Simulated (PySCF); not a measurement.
Isomers of C7H16O2Si. Theory: PySCF, PBE0-D3(BJ)/def2-SVP geometry optimisation, gas phase. Energies are electronic, without zero-point or thermal terms, for one conformer each. No frequencies were run at this level. Point groups hold within 0.08 Å.

Question: Rank from lowest to highest electronic energy at this level (kcal/mol).
A. `[CH3:1][Si:2]([CH3:3])([CH3:4])[O:5][C@H:6]1[CH2:7][CH2:8][CH2:9][O:10]1` with Si2–O5–C6–C7 -165°, O5–C6–C7–C8 117°, C6–C7–C8–C9 -19°, C7–C8–C9–O10 36°, C8–C9–O10–C6 -41°
B. `[CH3:1][O:2][SiH2:3][O:4][CH2:5][CH:6]1[CH2:7][CH2:8][CH2:9][CH2:10]1` with C1–O2–Si3–O4 -60°, O2–Si3–O4–C5 138°, Si3–O4–C5–C6 -130°, O4–C5–C6–C7 -174°, C5–C6–C7–C8 -131°, C6–C7–C8–C9 32°, C7–C8–C9–C10 -42°, C8–C9–C10–C6 37°

Answer: A (0.0), B (9.4).

As drawn, the lower has an Si–C bond, which the higher lacks.

| SMILES | E (Eh) | E rel (kcal/mol) | dipole (D) | point group | A, B, C (MHz) |
| --- | --- | --- | --- | --- | --- |
| C[Si](C)(C)O[C@H]1CCCO1 | -715.39641 | 0.0 | 0.74 | C1 | 2061, 701.7, 667.4 |
| CO[SiH2]OCC1CCCC1 | -715.38139 | 9.4 | 1.95 | C1 | 2221, 553.1, 478.9 |

How do the relative energies change in single points at PBE0/pcSseg-1 (no added dispersion term) on the same geometries?

| SMILES | PBE0-D3(BJ)/def2-SVP (kcal/mol) | PBE0/pcSseg-1 (kcal/mol) | shift |
| --- | --- | --- | --- |
| C[Si](C)(C)O[C@H]1CCCO1 | 0.0 | 0.0 | 0.0 |
| CO[SiH2]OCC1CCCC1 | 9.4 | 10.3 | +0.9 |

Each column counts from its own lowest isomer. The order is unchanged; the largest shift is 0.9 kcal/mol.
